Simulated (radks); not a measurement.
Results of a calculation; reference values are marked as such.
The nuclear charge of neutral lutetium is varied continuously with 71 electrons held in [Xe] 4f14 5d1 6s2. Level of theory: Dirac Kohn-Sham, PBE, spin-unpolarised, spherical densities, finite nucleus; open shells fill j = l - 1/2 first; Fermi nuclear charge, rms radius 5.37 fm (a radial shooting solver on a logarithmic mesh with Libxc functionals). By the Hellmann-Feynman theorem dE/dZ = E(electron-nucleus)/Z, the electronic potential at the nucleus (averaged over a nucleus of fixed radius).

\begin{tabular}{lrrrrr}
Z & E (hartree) & E(electron-nucleus)/Z (hartree) & HOMO & e(HOMO) (eV) & <r> HOMO (bohr) \\ \hline
70.75 & -14451.9074 & -507.798 & 5d3/2 & -0.266 & 3.364 \\
71 & -14579.2060 & -510.590 & 5d3/2 & -1.867 & 2.852 \\
71.25 & -14707.2020 & -513.377 & 5d3/2 & -3.802 & 2.575 \\
71.5 & -14835.8945 & -516.163 & 5d3/2 & -5.985 & 2.386 \\
71.75 & -14965.2836 & -518.950 & 5d3/2 & -8.373 & 2.246 \\
72 & -15095.3695 & -521.738 & 5d3/2 & -10.941 & 2.134 \\
\end{tabular}

The central difference of E at Z = 71 is -510.589 hartree, to compare with the third column; the second derivative is -11.2 hartree.
